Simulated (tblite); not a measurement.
Compound: C4H12O2SSi2.
SMILES with atom numbers: `[CH3:1][Si@@H:2](/[CH:3]=[CH:4]\[S@@:5]([CH3:6])=[O:7])[O:8][SiH3:9]` (hydrogens: H10, H11, H12 on C1; H13 on Si2; H14 on C3; H15 on C4; H16, H17, H18 on C6; H19, H20, H21 on Si9)

Structure optimised with GFN2-xTB, isolated species.

(1) List the bond lengths, angles and torsions at this level.

## Answers

(1) 
```csv
bond,length (Å),order
C1–Si2,1.895,single
Si2–C3,1.889,single
C3=C4,1.321,double
C4–S5,1.814,single
S5–C6,1.850,single
S5=O7,1.468,double
Si2–O8,1.630,single
O8–Si9,1.625,single
"C1–H10, C1–H11, C1–H12",1.086,single
Si2–H13,1.467,single
C3–H14,1.083,single
C4–H15,1.082,single
"C6–H16, C6–H17, C6–H18",1.084,single
"Si9–H19, Si9–H20, Si9–H21",1.461,single
```

Bonds in one row agree within 0.01 Å and their mean is given. Orders are formal, as drawn. A selection of angles:
```csv
angle,degrees
Si2–C1–H10,111.1
H10–C1–H11,107.8
C1–Si2–C3,110.7
C1–Si2–O8,110.0
C1–Si2–H13,112.9
C3–Si2–O8,107.5
C3–Si2–H13,108.8
O8–Si2–H13,106.8
Si2–C3–C4,124.6
Si2–C3–H14,117.0
C4–C3–H14,118.3
C3–C4–S5,121.4
C3–C4–H15,125.2
S5–C4–H15,113.3
C4–S5–C6,92.7
C4–S5–O7,105.3
C6–S5–O7,105.5
S5–C6–H16,107.7
S5–C6–H17,109.2
H16–C6–H17,111.5
H17–C6–H18,109.9
Si2–O8–Si9,152.5
O8–Si9–H19,108.8
O8–Si9–H20,107.5
O8–Si9–H21,103.9
H19–Si9–H20,111.4
H19–Si9–H21,112.5
```

Torsions: C1–Si2–C3–C4 67° (synclinal); Si2–C3–C4–S5 1° (synperiplanar); C3–C4–S5–C6 101° (anticlinal); C1–Si2–O8–Si9 56° (synclinal).

O8 (siloxane oxygen) is bent (angle 152.5°). S5 (sulfinyl sulfur) is pyramidal (angles 105.5°, 105.3° and 92.7°, sum 303.4°, 0.75 Å off the plane of its three neighbours). Si9 (oxygen-bound silicon) is distorted tetrahedral (angles from 103.9° to 112.5°). Si2 (oxygen-bound silicon) is tetrahedral (angles from 106.8° to 112.9°). The C–S distances run from 1.814 Å (C4–S5, drawn single) to 1.850 Å (S5–C6, drawn single), a spread of 0.036 Å. Of the pairs four or more bonds apart, S5···O8 is among the closest relative to their van der Waals radii: 3.23 Å, 97 % of the sum of Bondi's values.

Point group: C1 (no symmetry element, even within 0.4 Å). GFN2-xTB frequencies show an imaginary mode (57i cm⁻¹), so the point is no minimum at that level. 3 starts were optimised and ended at 0.00, 0.36 and 0.41 kcal/mol (GFN2-xTB); the lowest of these is shown.

These are computed values.
